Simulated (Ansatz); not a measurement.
Basis-set extrapolation for C4H7FSi (`C=C=C[SiH](C)F`) (PBE0-D4/def2-TZVP geometry, frozen core, Ansatz 0.2.0). Multiplicity 1, RHF reference.

```json
{"": "HF", "def2-TZVPP": "-544.066932", "def2-QZVPP": "-544.087774"}
{"": "MP2 correlation", "def2-TZVPP": "-1.013610", "def2-QZVPP": "-1.088582"}
{"": "CCSD(T) correlation", "def2-TZVPP": "-1.102915", "def2-QZVPP": "not run"}
```

Energies in hartree. Use E(X) = E(∞) + A·exp(−7.88·√X) for Hartree–Fock and E(X) = E(∞) + B·X^(−2.97) for correlation, with X = 3 and 4, and add CCSD(T) minus MP2 of the smaller set to the MP2 limit.

Question: What is the CCSD(T) energy at the basis-set limit?

Answer: HF limit: -544.087774 + (-0.020842) × 0.13774 = -544.09064. MP2 limit: -1.088582 + (-0.074972) × 0.74074 = -1.14412. Higher-order term: -1.102915 − (-1.013610) = -0.08931. Total: -545.32407 hartree, 4.20 eV below CCSD(T)/def2-TZVPP.
